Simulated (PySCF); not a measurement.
Job for PySCF: R-M06-2X/def2-TZVPP on SiH4 (SMILES [SiH4]).

```python
from pyscf import gto, dft

mol = gto.M(
    atom='''
    Si    0.00000000   -0.00000000   -0.00000000
    H     0.85467615    0.85467615    0.85467615
    H    -0.85467615   -0.85467615    0.85467615
    H    -0.85467615    0.85467615   -0.85467615
    H     0.85467615   -0.85467615   -0.85467615
    ''',
    basis='def2-tzvpp',
    charge=0, spin=0, verbose=4, max_memory=1800)
mf = dft.RKS(mol, xc='m062x').density_fit(auxbasis='def2-universal-jkfit')
mf.grids.level = 4
mf.conv_tol = 1e-9
mf.max_cycle = 150
mf.kernel()
mf.dip_moment()
```

Task: Predict the final total energy.

Result: -291.8548 hartree.
